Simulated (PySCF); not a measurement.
NaF, SMILES [F][Na]. Geometry optimised at PBE-D3(BJ)/def2-TZVPD.

Level of theory: PBE-D3(BJ)/def2-TZVPD (PySCF 2.14.0).

Harmonic wavenumbers (cm⁻¹): 510. Rotational constants (GHz): 12.78 (linear); symmetry number 1.

### Question
Work out the zero-point energy and the ideal-gas rigid-rotor harmonic-oscillator thermochemistry at 298.15 K and 1 atm.

### Answer
ZPE = ½ Σ hcν = ½ × 510 cm⁻¹ = 3.05 kJ/mol. H − E(el) = 12.30 kJ/mol. Entropy in J/(mol K): translation 155.36, rotation 59.75, vibration 2.65, total 217.76. G − E(el) = -52.63 kJ/mol. Cp = 34.23 J/(mol K).
